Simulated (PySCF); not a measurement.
Start geometry of `[Cl][Fe]([Cl])[Cl]` [sextet] from GFN2-xTB (Å):
```
atom  x, y, z in Å
Fe1    0.0560   -0.0755    0.4914
Cl2    1.9766   -0.0398   -0.1446
Cl3   -1.0344    1.7302   -0.1984
Cl4   -0.9150   -1.7054   -0.1789
```

Task: What comes out of this run: PBE0-D3(BJ)/def2-SVP geometry optimisation, gas phase in PySCF?

Result: 
```
atom  x, y, z in Å
Fe1    0.0190   -0.0259   -0.0056
Cl2    2.1593    0.0051    0.0332
Cl3   -1.0621    1.8227   -0.0517
Cl4   -1.0329   -1.8923   -0.0064
```

The energy falls by 14.8 kcal/mol over 9 energy and gradient evaluations, the largest force component goes from 0.0528 to 4.2e-04 Eh/bohr, and the atoms move by 0.327 Å rms after alignment. The bond that changes most is Fe1–Cl4 (ends: iron bonded to 3 Cl; chlorine bonded to Fe), which lengthens by 0.130 Å. Bonds longer at the end by more than 0.005 Å: 2 of 3; shorter: 1. Among the angles that change most is Cl3–Fe1–Cl4, from 108.6° to 120.3°. Rotational constants go from 2406, 2176, 1232 to 2112, 2089, 1050 MHz. The orientation of the end geometry is arbitrary; only internal coordinates are fixed.

The run used 85 basis functions and 73 SCF cycles in all.

Whether it is a minimum is left open (no frequencies). ⟨S²⟩ = 8.760 (exact for a sextet: 8.75).
